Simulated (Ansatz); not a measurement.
**Ge2H6 (digermane): the energy, rung by rung**

The species is Ge2H6 (8 atoms), meant as a singlet with charge 0. SMILES: `[GeH3][GeH3]`. Geometry: optimised at wB97X-V/def2-SVP.

```xyz
8

Ge   -0.5680    0.2813   -1.0278
Ge    0.5680   -0.2813    1.0278
H    -0.3589   -0.8263   -2.0729
H    -2.0760    0.4417   -0.7770
H    -0.0214    1.6013   -1.5950
H     0.3656    0.8300    2.0702
H     2.0749   -0.4495    0.7755
H     0.0158   -1.5971    1.5992
```

Quantity: the adiabatic electron affinity (to the doublet anion, shapes relaxed at wB97X-V/def2-SVP, no zero-point term), in eV. The values are calculated.

The electron affinity is E(neutral) − E(anion): positive where the electron is bound.

```
            level                    kind  program  value (eV)  less CCSD(T)/def2-TZVP  CPU time (all runs)
     HF/def2-TZVP            Hartree–Fock   Ansatz       -1.24                   -0.44                3.8 s
    PBE/def2-TZVP                     GGA   Ansatz       -0.34                   +0.46                3.8 s
  B3LYP/def2-TZVP           global hybrid   Ansatz       -0.33                   +0.47                5.9 s
wB97M-V/def2-TZVP  range-separated hybrid   Ansatz       -0.58                   +0.22                 20 s
    MP2/def2-TZVP     perturbation theory   Ansatz       -0.97                   -0.17                4.7 s
CCSD(T)/def2-TZVP   coupled cluster or CI   Ansatz       -0.80                    0.00                 67 s
```

Differences are taken from CCSD(T)/def2-TZVP for orientation; it has basis-set and higher-order errors of its own. All-electron rows without a relativistic Hamiltonian named are non-relativistic. The values span -1.24 to -0.33 eV. In the correlated wave-function rows the outer d shell of Ge is correlated, in sets not made for it. Negative values mean that the anion is unbound at that level; they are set by how diffuse the basis is and aren't properties of the molecule. CPU times are rough (shared hosts, several kinds of processor): they show what a rung costs within a factor of a few.
